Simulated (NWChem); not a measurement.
Species: BCl₂ cation

```xyz
3

Cl    -1.6173    -0.0229     0.0201
B      0.0000     0.0000     0.0000
Cl     1.6173     0.0229    -0.0201
```
Atoms are numbered in this order, from 1.

Computed with NWChem. Geometry: optimised at PBE0/def2-SVP. B3LYP is NWChem's, with the RPA form of VWN correlation. Vertical excitations in the gas phase; the lowest state need not have the same character in each row.

| level | lowest excitation, singlet (eV) | oscillator strength of that lowest state | orbital gap (eV) |
|---|---|---|---|
| PBE/def2-SVPD, full TDDFT | 6.38 | 0.000 | 6.38 |
| B3LYP/def2-SVPD, full TDDFT | 6.66 | 0.000 | 8.21 |
| BHandHLYP/def2-SVPD, full TDDFT | … | 0.000 | … |
| CAM-B3LYP/def2-SVPD, full TDDFT | 6.79 | 0.000 | 11.22 |

### Question
Some entries are withheld; supply them.

### Answer

- BHandHLYP/def2-SVPD, full TDDFT, lowest excitation, singlet (eV): 7.14
- BHandHLYP/def2-SVPD, full TDDFT, orbital gap (eV): 11.05
